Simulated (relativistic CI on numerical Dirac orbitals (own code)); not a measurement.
## Transition arrays of Pd27+

Calculated at this level of theory: Dirac-Coulomb-Breit CI, KLI orbitals optimised for each configuration, a model potential for QED, valence Slater integrals scaled by 0.9, whole transition arrays (own radial code, finite nucleus).

CI space (outside the closed core [Ne] 3s2): 3p6 3d, 3p6 4f, 3p5 3d2, 3p6 4p, 3p6 5f. Levels of other configurations are missing.

All E1 lines from the levels of 3p6 3d; mean and standard deviation are weighted by gf, and upper levels are sorted by their leading configuration.

```tsv
Upper configuration	Lines	Σgf	Mean (eV)	Mean (nm)	σ (eV)	Strongest line (nm)
3p6 4f	3	9.0	742.11	1.671	3.30	1.677
3p5 3d2	60	15.1	194.28	6.382	15.01	6.127
3p6 4p	3	0.3	624.79	1.984	3.14	1.980
3p6 5f	3	2.1	993.06	1.249	3.45	1.252
```

Σgf per state of the lower configuration in bins of 0.2 nm over the central range (centre: value): 1.3: 0.21, 1.7: 0.90, 1.9: 0.03, 5.9: 0.27, 6.1: 0.54, 6.3: 0.31, 6.7: 0.14, 6.9: 0.05, 7.1: 0.01, 7.3: 0.04, 7.7: 0.12.

Q: How do configuration mixing and the scaling of the Slater integrals move the arrays?

A: Slater scale 0.9, no configuration mixing: 3p6 4f 741.8 ± 3.3 eV (Σgf 8.4), 3p5 3d2 194.3 ± 15.0 eV (Σgf 15.3), 3p6 4p 624.7 ± 3.1 eV (Σgf 0.3), 3p6 5f 993.0 ± 3.4 eV (Σgf 1.8); Slater scale 1: 3p6 4f 742.2 ± 3.3 eV (Σgf 9.0), 3p5 3d2 198.0 ± 15.4 eV (Σgf 15.4), 3p6 4p 624.8 ± 3.1 eV (Σgf 0.3), 3p6 5f 993.1 ± 3.4 eV (Σgf 2.1); Slater scale 0.8: 3p6 4f 742.0 ± 3.3 eV (Σgf 8.9), 3p5 3d2 190.5 ± 14.7 eV (Σgf 14.9), 3p6 4p 624.8 ± 3.1 eV (Σgf 0.3), 3p6 5f 993.0 ± 3.4 eV (Σgf 2.0). With mixing, levels are counted to their leading configuration, so an array can shrink or vanish into another, and the sums then hold other lines.
